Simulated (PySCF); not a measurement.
Molecule: `c1(OC)cccnc1`, C₆H₇NO.

Bonds (- single, = double, # triple, : aromatic): C1-O2, O2-C3, C3:C4, C4:C5, C5:C6, C6:N7, N7:C8, C8:C3. C1 carries H9, H10, H11; C4 carries H12; C5 carries H13; C6 carries H14; C8 carries H15.

Frames of a GFN2-xTB Langevin trajectory at 600 K; GIAO PBE0/pcSseg-1 shieldings in PySCF 2.14.0 with density-fitted response routines, gas phase, non-relativistic; equivalent atoms averaged within each frame.

Shifts are taken against calculated references (same method and geometry level): ¹³C (σref 186.93) and ¹H (σref 31.72) against TMS; H2O for ¹⁷O (σref 336.08); NH3 for ¹⁵N (σref 267.73). The references are static minima.

Question: How do the shifts (ppm) fluctuate along the trajectory?

Answer: 
```tsv
time (fs)	C3	C6	C5	C4	C8	C1	O2	N7	H13	H14
optimised geometry	161.9	147.9	128.8	130.6	135.7	56.3	97.4	363.9	7.37	8.58
250	161.6	151.7	149.1	141.7	132.1	67.6	127.8	377.1	8.88	8.73
425	158.5	141.4	130.0	133.4	146.7	45.7	81.1	369.3	8.15	7.48
625	155.7	156.1	119.2	127.1	135.8	58.9	116.6	388.4	6.81	9.57
800	171.5	147.7	121.1	138.3	133.1	59.5	96.2	375.0	7.45	7.39
1000	167.7	161.2	139.9	150.6	144.6	56.4	100.2	387.2	8.57	9.88
mean of frames	163.0	151.6	131.9	138.2	138.4	57.6	104.4	379.4	7.97	8.61
standard deviation	6.5	7.6	12.7	8.8	6.8	7.9	18.2	8.2	0.84	1.15
```

5 frames give an uncertainty of the mean of about the standard deviation over 2.2 at best, since frames this close in time may not be independent; classical motion lacks zero-point vibration, and the reference would need the same averaging.
